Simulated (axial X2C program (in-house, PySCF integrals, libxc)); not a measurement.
Results of a calculation; reference values are marked as such.
# RuSi: input and output

Program: an in-house all-electron X2C program for linear molecules (integrals from PySCF).

The run was started with this input:
```json
{"zs": [44, 14], "q": 0, "bas": ["dyall-cv3z", "dyall-v3z"], "levels": ["PBE0", "HF", "r2SCAN0"], "cc": true, "r0": 2.41, "thr": -2.0, "nmax": 90, "npts": 10, "nst": 2, "ntry": 6}
```
```bash
python so2c.py task.json out
```

Keys: zs atomic numbers; q charge; bas basis sets; levels methods; cc coupled cluster on or off; r0 starting distance in Å; thr threshold in hartree for freezing inner shells (an s shell follows its p shell); nmax most natural virtual spinors; npts points on the curve; nst determinants followed; ntry starts of the search. HF also brings MP2.

Output of the HF step, with spin–orbit coupling, at R = 2.098 Å for the state Ω = 3. It starts from PBE0 orbitals of this distance.

```
two-component X2C + atomic mean field  HF
basis functions 196  fitting functions 970  grid points 5077
iter        total energy     max residual
   1      -4815.578412516     2.78e-01
   2      -4815.608843670     1.06e-02
   3      -4815.614820920     1.53e-02
   4      -4815.618191048     1.14e-02
   5      -4815.622567739     1.02e-02
   6      -4815.631387768     7.07e-03
   7      -4815.637614787     3.88e-03
   8      -4815.638362802     4.03e-03
   9      -4815.640324437     3.17e-03
  10      -4815.641734893     2.30e-03
  11      -4815.642625278     1.75e-03
  12      -4815.643690828     1.43e-03
  13      -4815.643695675     1.19e-03
  14      -4815.643833073     1.15e-03
  15      -4815.644333421     8.98e-04
  16      -4815.644495113     7.71e-04
  17      -4815.644667303     3.89e-04
  18      -4815.644668693     3.61e-04
  19      -4815.644680494     1.47e-04
  20      -4815.644685592     5.28e-05
  21      -4815.644686241     3.55e-05
  22      -4815.644686441     2.37e-05
  23      -4815.644686587     1.88e-05
  24      -4815.644686661     1.72e-05
  25      -4815.644686773     1.41e-05
  26      -4815.644687001     9.65e-06
  27      -4815.644687160     4.14e-06
  28      -4815.644687181     1.81e-06
  29      -4815.644687184     1.21e-06
  30      -4815.644687184     9.14e-07
converged
one-electron -6950.79062957  Coulomb 2134.90240676  exact exchange -152.85437723  xc functional 0.00000000  nuclear repulsion 155.37328976  atomic mean-field constant -2.27537690
correlated 12  virtual 262  natural virtual 90  E(MP2) -0.327949642  MP2 remainder -0.021206608
iter   CCSD correlation   residual
   1     -0.300106136   2.16e-01
   2     -0.316731917   1.28e-01
   3     -0.331898912   8.92e-02
   4     -0.339747174   5.20e-02
   5     -0.345214036   2.96e-02
   6     -0.345964608   1.29e-02
   7     -0.346599994   6.59e-03
   8     -0.346622959   3.26e-03
   9     -0.346663541   1.64e-03
  10     -0.346714270   6.27e-04
  11     -0.346703072   3.20e-04
  12     -0.346709598   1.92e-04
  13     -0.346705044   1.31e-04
  14     -0.346702333   8.60e-05
  15     -0.346701455   5.02e-05
  16     -0.346701073   2.48e-05
  17     -0.346701109   1.26e-05
  18     -0.346701243   6.69e-06
  19     -0.346701107   3.35e-06
  20     -0.346701145   1.88e-06
  21     -0.346701101   1.08e-06
  22     -0.346701090   6.28e-07
(T) -0.023068054  T1 0.1597  D1 0.2607  max T2 0.072
```
Energies are in hartree; totals compare only within one Hamiltonian and basis. T1 is large, a sign of multireference character or of a spin-contaminated reference. T1 in the output is the amplitude norm over the root of the electron number; divide by √2 for the Lee–Taylor value. The determinant is spin-polarised beyond a pure state at some levels (its spin-free form has ⟨S²⟩ too high), which makes Re and μ there less reliable.
